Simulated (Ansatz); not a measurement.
`[BH2][GeH]([CH3])[OH]` + `C=CC(C)C` → `[BH2][GeH2][OH]` + `C=CC(C)(C)C`  (formal exchange of groups at a Ge–C bond)

Isolated molecules relaxed with PBE0-D4/def2-TZVP in Ansatz; ΔE leaves out vibrations. CCSD(T)/CBS adds triple-zeta CCSD(T) − MP2 to the extrapolated MP2 energy (def2 sets, frozen cores). DFT in def2-TZVPP. B3LYP here is the variant with VWN-RPA as its local correlation; programs differ in this. For Ge outer-core shells are correlated without core-valence functions, which leaves a few kJ/mol of doubt a bond. Scalar relativity is left out up to krypton. Each species was taken in one conformer, which may not be the lowest.

```csv
level,ΔE (kcal/mol),difference from CCSD(T)/CBS
PBE-D4,6.8,0.5
r2SCAN-D4,6.6,0.3
PBE0-D4,6.6,0.3
B3LYP-D4,6.8,0.5
ωB97X-V,6.0,-0.3
ωB97M-V,6.1,-0.2
B2PLYP,7.3,1.0
PBE,7.7,1.4
r2SCAN,6.9,0.6
PBE0,7.4,1.1
B3LYP,8.2,1.9
HF/def2-TZVPP,7.5,1.2
MP2/def2-TZVPP,6.0,-0.3
SCS-MP2/def2-TZVPP,6.1,-0.2
CCSD/def2-TZVPP,6.5,0.2
CCSD(T)/def2-TZVPP,6.2,-0.1
HF/def2-QZVPP,7.4,1.1
MP2/def2-QZVPP,6.1,-0.2
SCS-MP2/def2-QZVPP,6.2,-0.1
HF/CBS(def2),7.4,1.1
MP2/CBS(def2),6.2,-0.1
CCSD/CBS(def2),6.6,0.3
CCSD(T)/CBS,6.3,0
```

Largest T1 diagnostic among the species: 0.012.

The D4 term adds −1.4 kcal/mol with B3LYP and −0.8 kcal/mol with PBE0; it sums over pairs of atoms, weighted by their polarisabilities, and B3LYP, whose exchange is more repulsive, gets the larger term. In def2-TZVPP, CCSD(T) changes the Hartree–Fock value by −1.3 kcal/mol (the triples alone add −0.3 kcal/mol) and MP2 by −1.5 kcal/mol.
